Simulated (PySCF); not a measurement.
Al(Me)(OMe)(NH2) (C2H8AlNO), SMILES C[O][Al]([CH3])[NH2].

Coordinates come from a PBE-D3(BJ)/def2-SVP optimisation. One conformer was computed; it need not be the lowest.

Level of theory: TDA-PBE/def2-SVPD in PySCF.

Vertical excitations. 

Problem. Estimate the UV-visible absorptions. (The exact figures need the calculation; the answer reports its results.)

Solution. 
```tsv
state	energy (eV)	λ (nm)	f	main pairs
S1	4.96	250	0.024	HOMO→LUMO 99 %
S2	5.52	225	0.003	HOMO−2→LUMO 78 %, HOMO−1→LUMO 20 %
S3	5.56	223	0.038	HOMO−1→LUMO 78 %, HOMO−2→LUMO 20 %
S4	6.21	200	0.008	HOMO→LUMO+2 99 %
S5	6.33	196	0.072	HOMO→LUMO+1 60 %, HOMO−3→LUMO 34 %
S6	6.35	195	0.002	HOMO−2→LUMO+1 81 %, HOMO−1→LUMO+1 19 %
S7	6.41	193	0.082	HOMO−3→LUMO 56 %, HOMO→LUMO+1 23 %, HOMO−1→LUMO+1 12 %
S8	6.57	189	0.003	HOMO→LUMO+3 99 %
S9	6.79	183	0.063	HOMO−1→LUMO+1 47 %, HOMO−2→LUMO+2 14 %, HOMO−1→LUMO+2 14 %, HOMO−2→LUMO+1 10 %
S10	6.80	182	0.009	HOMO−1→LUMO+2 70 %, HOMO−2→LUMO+2 23 %
T1	4.74	262	0	HOMO→LUMO 99 %
T2	5.34	232	0	HOMO−1→LUMO 82 %, HOMO−2→LUMO 16 %
T3	5.37	231	0	HOMO→LUMO+1 96 %
T4	5.41	229	0	HOMO−2→LUMO 83 %, HOMO−1→LUMO 17 %
```
Triplets are in the Tamm–Dancoff approximation.
